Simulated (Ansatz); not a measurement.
A nudged elastic band was laid between two geometries of BCl2H3O (7 atoms, charge 0, multiplicity 1).

Method: Ansatz 0.2.0, RKS B3LYP/def2-SVP.

```yaml
movable_images: 7
climbing_image: yes
spring: 5.0 eV/Å²
optimiser: quadratic models (default)
start_path: through a guess of the saddle point
force_threshold: 0.05 eV/Å
iteration_limit: 60
end_points: relaxed
```

First end point:

```xyz
7
Properties=species:S:1:pos:R:3
B 0.006 -0.108 0.156
Cl -0.087 0.566 1.864
H 1.043 0.096 -0.409
Cl -1.498 0.148 -0.868
O -0.046 -1.757 0.428
H -0.903 -2.047 0.060
H -0.099 -1.859 1.398
```

Last end point:

```xyz
7
Properties=species:S:1:pos:R:3
B -0.311 -0.295 -0.621
Cl 0.837 -0.695 3.260
H 0.426 0.619 -0.389
Cl -1.073 -0.450 -2.211
O -0.552 -1.205 0.347
H -1.155 -1.921 0.094
H 0.244 -1.013 2.149
```

**Question.** What changes between the two ends?

**Answer.** Bonds broken: B1–Cl2, O5–H7. Bonds formed: Cl2–H7. BCl2H3O becomes BClH2O + ClH.

**Question.** What energy profile does the band end with?

**Answer.** The run converged. The highest image is number 2 of 0 to 8, 66.4 kJ/mol above the first end and 99.5 kJ/mol above the last; the last end lies 33.1 kJ/mol below the first. A vibrational analysis at the climbing image gives one clearly imaginary mode, 1072i cm⁻¹: a first-order saddle point. The orbitals stay closed-shell, which can raise the energy where a bond breaks towards radicals; this wasn't checked here.

| image | path coordinate (Å) | energy (kJ/mol) | B1–Cl2 (Å) | O5–H7 (Å) | Cl2–H7 (Å) |
| --- | --- | --- | --- | --- | --- |
| 0 | 0.00 | 0.0 | 1.84 | 0.98 | 2.47 |
| 1 | 0.44 | 18.9 | 1.95 | 1.01 | 1.95 |
| 2 | 0.89 | 66.4 | 2.26 | 1.24 | 1.56 |
| 3 | 1.45 | -3.7 | 2.78 | 1.75 | 1.32 |
| 4 | 2.02 | -27.6 | 3.32 | 2.07 | 1.30 |
| 5 | 2.59 | -30.9 | 3.67 | 2.08 | 1.30 |
| 6 | 3.16 | -31.9 | 3.86 | 2.02 | 1.30 |
| 7 | 3.73 | -32.8 | 3.99 | 1.99 | 1.30 |
| 8 | 4.30 | -33.1 | 4.07 | 1.98 | 1.30 |

**Question.** What is the geometry of the highest image?

**Answer.** 
```xyz
7
Properties=species:S:1:pos:R:3
B -0.028 -0.314 -0.101
Cl -0.094 0.160 2.111
H 1.034 0.130 -0.412
Cl -1.508 0.206 -0.935
O -0.039 -1.735 0.336
H -0.900 -2.147 0.154
H -0.049 -1.260 1.476
```

**Question.** What are the harmonic wavenumbers there?

**Answer.** 1072i, 158, 340, 408, 490, 518, 734, 921, 952, 1064, 1115, 1199, 1564, 2725, 3753 cm⁻¹.

The run took 5.5 min on 1 thread of Arm Neoverse V1, on a shared host, peak memory 0.18 GiB.
